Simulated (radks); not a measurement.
S II, 15 electrons, occupied as [He] 2s2 2p5.75 3s2 3p3 4p0.25 (fractional occupations, a model configuration). Method: non-relativistic Kohn-Sham, RPBE, spin-unpolarised, spherical densities, point nucleus; computed with a radial shooting solver on a logarithmic mesh with Libxc functionals. Some entries of the table are withheld. Estimate them.

orbital  occ.  eigenvalue (eV)  <r^2> (bohr^2)
1s          2        -2421.077         0.01271
2s          2        -229.7335             (1)
2p       5.75        -176.0528          0.2400
3s          2         -29.8802           2.965
3p          3         -18.8481           3.927
4s          0          -6.2933             (2)
3d          0          -5.1905           13.12
4p       0.25          -4.3827           38.32

Answer. 
(1) 2s <r^2> (bohr^2): 0.2711
(2) 4s <r^2> (bohr^2): 25.14
